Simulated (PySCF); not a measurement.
Coordinates in bohr (charge 0 multiplicity 1):
```
I     0.0000   -0.2092    0.5385
S     0.0000   -3.5846   -1.9381
Cl    4.6560    0.1898    0.8788
Cl    0.0000    3.6596   -1.9353
Cl   -4.6560    0.1898    0.8788
```

These are results of PySCF, PBE0, basis I def2-SVP with ECP28, S def2-SVP, Cl def2-SVP (scalar-relativistic core potentials, no spin–orbit coupling, density fitting), not measurements.

This geometry of ISCl3 is a stationary point at this level.

(1) What is the point group?

(2) Is it a minimum?

(3) List the harmonic modes with their infrared intensities.

Answers

(1) Cs.

(2) Yes: all harmonic wavenumbers are real.

(3) 
```
symmetry  ω (cm⁻¹)  IR (km/mol)
      a'        72          1.7
      a'       102          2.9
     a''       132          0.3
      a'       144          6.8
     a''       164          0.9
      a'       273          6.5
      a'       313         41.5
     a''       335          182
      a'       474         25.2
```

Other isomers or separated fragments may lie lower.
